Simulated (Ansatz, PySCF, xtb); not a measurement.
Constitutional and geometric isomers with formula H4B2O. All species are isolated molecules in the gas phase. One relaxed conformer stands for each flexible species; it need not be the lowest. Strings in code marks are SMILES.

Quantity: electronic energy of isomers of H4B2O relative to `BOB`, in kcal/mol.

Level 1: frozen-core CCSD(T)/cc-pVQZ // PBE-D3(BJ)/def2-TZVP (Ansatz, a first-principles code)
Level 2: PBE-D3(BJ)/def2-TZVP (PySCF)
Level 3: BP86/6-31G* // PBE-D3(BJ)/def2-TZVP (PySCF)
Level 4: GFN2-xTB (xtb)

```csv
species,level 1,level 2,level 3,level 4
`BBO`,32.9,32.3,39.4,57.0
```
